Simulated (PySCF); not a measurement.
Bonds (- single, = double, # triple, : aromatic): C1#C2 1.200 Å, C2-C3 1.416 Å, C3:C4 1.396 Å, C4:C5 1.384 Å, C5:N6 1.323 Å, N6:C7 1.323 Å, C7:C8 1.384 Å, C8:C3 1.396 Å. C1 carries H9; C4 carries H10; C5 carries H11; C7 carries H12; C8 carries H13.

Theoretical values (PySCF 2.14): NMR shieldings at PBE0/pcSseg-1/GIAO, GFN2-xTB structure. Single conformer, non-relativistic, one averaged value for each set of equivalent atoms, isolated molecule.

Shifts are taken against calculated references (same method and geometry level): ¹³C (186.93 ppm), ¹H (31.72 ppm) vs TMS; ¹⁵N (267.73 ppm) against NH3.

```tsv
atoms	nucleus	count	δ (ppm)
C1	¹³C	1	?
C4/C8	¹³C	2	132.2
H10/H13	¹H	2	7.55
N6	¹⁵N	1	363.7
H11/H12	¹H	2	?
C5/C7	¹³C	2	155.9
H9	¹H	1	?
C2	¹³C	1	87.5
C3	¹³C	1	134.7
```

Task: Fill in the missing shifts.

Result: 
- C1: 92.3 ppm, terminal alkyne carbon; the triple bond shields along its axis, which puts it between sp3 and sp2 carbons
- H11/H12: 9.00 ppm, hydrogen on an aromatic CH next to a ring nitrogen; ring current plus the neighbouring ring nitrogen
- H9: 3.04 ppm, hydrogen on a terminal alkyne carbon; it lies on the axis of the triple bond, in its shielding cone

Shifts are as computed. Against solution values, carbons near 30 ppm lie about +3 ppm off and those near 130 ppm about +5 ppm. Of 1211 compounds with measured shifts, 218 miss one by over three times the rms of a fit or turn the order of signals round; such compounds aren't used in these exercises. Experimental scales use liquid or dissolved standards, which lie at an offset from isolated NH3 (liquid NH3: subtract about 20 ppm). Unscaled 15N shifts of sp2 nitrogen come out 20 to 40 ppm too high even then.
